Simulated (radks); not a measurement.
Species: Sc. Configuration: [Ar] 4s2 4p1 (not the ground configuration). Calculated with a radial shooting solver on a logarithmic mesh with Libxc functionals: non-relativistic Kohn-Sham, PBE, spin-polarised, spherical densities, point nucleus; open shells are filled with parallel spins first. Some entries of the table are withheld. Estimate them.

| orbital | occ. | eigenvalue (hartree) | r(max) (bohr) | <r^2> (bohr^2) |
|---|---|---|---|---|
| 1s up | 1 | -160.8557 | 0.04836 | 0.007272 |
| 1s down | 1 | -160.8549 | 0.04836 | 0.007272 |
| 2s up | 1 | -17.52183 | 0.2859 | 0.1417 |
| 2s down | 1 | -17.52124 | 0.2859 | 0.1417 |
| 2p up | 3 | -14.51172 | 0.2333 | 0.1176 |
| 2p down | 3 | -14.51084 | 0.2333 | 0.1176 |
| 3s up | 1 | -2.22574 | 0.9277 | 1.312 |
| 3s down | 1 | -2.22390 | 0.9279 | 1.313 |
| 3p up | 3 | -1.45059 | 0.9613 | 1.538 |
| 3p down | 3 | -1.44884 | 0.9616 | 1.538 |
| 4s up | 1 | -0.22189 | 2.930 | 13.17 |
| 4s down | 1 | -0.20104 | 2.870 | 12.99 |
| 4p up | 1 | -0.10201 | 3.564 | (1) |
| 4p down | 0 | -0.07930 | 3.537 | (2) |

Answer. 
(1) 4p up <r^2> (bohr^2): 21.17
(2) 4p down <r^2> (bohr^2): 21.87
